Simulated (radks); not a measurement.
Spin polarisation of the 5d8 shell in the gold ion Au3+. Start: [Xe] 4f14 5d(up 4, down 4); electrons of 5d are moved from spin down to spin up, other shells keep equal spins. Method: non-relativistic Kohn-Sham, BLYP, spin-polarised, spherical densities, point nucleus; computed with a radial shooting solver on a logarithmic mesh with Libxc functionals.

moment (Bohr magnetons)	E - E(0) (eV)	e(5d up) (eV)	e(5d down) (eV)	5p down minus up (eV)	5s down minus up (eV)
0	0.000	-41.498	-41.498	0.000	0.000
0.5	-0.043	-41.665	-41.324	0.336	0.316
1	-0.171	-41.825	-41.143	0.671	0.631
1.5	-0.384	-41.977	-40.956	1.006	0.946
2	-0.681	-42.122	-40.763	1.340	1.261

At moment 2 the spin-polarisation energy is -0.681 eV and the 5d exchange splitting 1.359 eV, that is 0.680 eV per Bohr magneton; E = -I m^2/4 would give I = 0.681 eV.
